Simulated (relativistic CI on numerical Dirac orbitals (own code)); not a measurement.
**Transition arrays of Sn⁶⁺**

These numbers are calculated, not measured: Dirac-Coulomb-Breit CI, separate exchange-only KLI orbitals for each configuration, model QED (radiative potential, 1s self-energy scaled to tabulated hydrogen-like ionisation energies), valence Slater integrals scaled by 0.9, whole transition arrays (own radial code, finite nucleus).

CI space (outside the closed core [Ar] 3d10 4s2): 4p6.4d8, 4p6.4d7.4f, 4p5.4d9, 4p6.4d7.5p, 4p6.4d7.5f. Levels of other configurations are missing.

All E1 lines from the levels of 4p6.4d8; mean and standard deviation are weighted by gf, and upper levels are sorted by their leading configuration.

| Upper configuration | Lines | Σgf | Mean (eV) | Mean (nm) | σ (eV) | Strongest line (nm) |
| --- | --- | --- | --- | --- | --- | --- |
| 4p6.4d7.4f | 735 | 187.6 | 72.58 | 17.083 | 2.73 | 16.887 |
| 4p5.4d9 | 6 | 23.1 | 92.80 | 13.360 | 0.66 | 13.388 |
| 4p6.4d7.5p | 466 | 43.9 | 48.19 | 25.728 | 1.57 | 26.282 |
| 4p6.4d7.5f | 761 | 342.1 | 89.17 | 13.904 | 4.42 | 13.559 |

Σgf per state of the lower configuration in bins of 0.5 nm over the central range (centre: value): 13.25: 1.25, 13.75: 5.40, 14.25: 0.31, 14.75: 0.17, 15.25: 0.20, 15.75: 0.37, 16.25: 0.70, 16.75: 2.09, 17.25: 1.19, 17.75: 0.13, 18.25: 0.17, 18.75: 0.13, 19.25: 0.05, 24.75: 0.07, 25.25: 0.17, 25.75: 0.34.

Problem. How do configuration mixing and the scaling of the Slater integrals move the arrays?

Solution. Slater scale 0.9, no configuration mixing: 4p6.4d7.4f 75.9 ± 2.3 eV (Σgf 414.6), 4p5.4d9 76.4 ± 4.8 eV (Σgf 54.6), 4p6.4d7.5p 48.2 ± 1.5 eV (Σgf 50.7), 4p6.4d7.5f 86.0 ± 1.8 eV (Σgf 30.5); Slater scale 1: 4p6.4d7.4f 73.6 ± 2.9 eV (Σgf 174.7), 4p5.4d9 94.4 ± 0.7 eV (Σgf 24.7), 4p6.4d7.5p 48.3 ± 1.7 eV (Σgf 43.5), 4p6.4d7.5f 90.1 ± 4.5 eV (Σgf 364.3); Slater scale 0.8: 4p6.4d7.4f 71.5 ± 2.5 eV (Σgf 199.4), 4p5.4d9 76.7 ± 0.9 eV (Σgf 11.1), 4p6.4d7.5p 48.1 ± 1.4 eV (Σgf 44.3), 4p6.4d7.5f 88.8 ± 3.8 eV (Σgf 331.6). With mixing, levels are counted to their leading configuration, so an array can shrink or vanish into another, and the sums then hold other lines.
